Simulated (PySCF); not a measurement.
Precursor series Zn NH2-CH3. All species are isolated molecules in the gas phase. One relaxed conformer stands for each flexible species; it need not be the lowest.

Computed with B3LYP-D3(BJ)/def2-TZVP // BP86-D3(BJ)/def2-SVP run with PySCF. B3LYP has the VWN-RPA correlation part, as in Gaussian. 

| species | charge on the central atom (meta-Löwdin) (e) | LUMO (eV) | HOMO (eV) | mean distance from the central atom to its bonded neighbours (Å) |
|---|---|---|---|---|
| 0 of 2 NH2 replaced by CH3 | … | -0.76 | -6.63 | … |
| 1 of 2 NH2 replaced by CH3 | 1.07 | -0.40 | -6.49 | 1.886 |
| 2 of 2 NH2 replaced by CH3 ([Zn(CH3)2]) | … | -0.10 | -6.94 | 1.948 |

Complete the blanks.


- 0 of 2 NH2 replaced by CH3, charge on the central atom (meta-Löwdin) (e): 1.12
- 0 of 2 NH2 replaced by CH3, mean distance from the central atom to its bonded neighbours (Å): 1.829
- 2 of 2 NH2 replaced by CH3 ([Zn(CH3)2]), charge on the central atom (meta-Löwdin) (e): 1.04
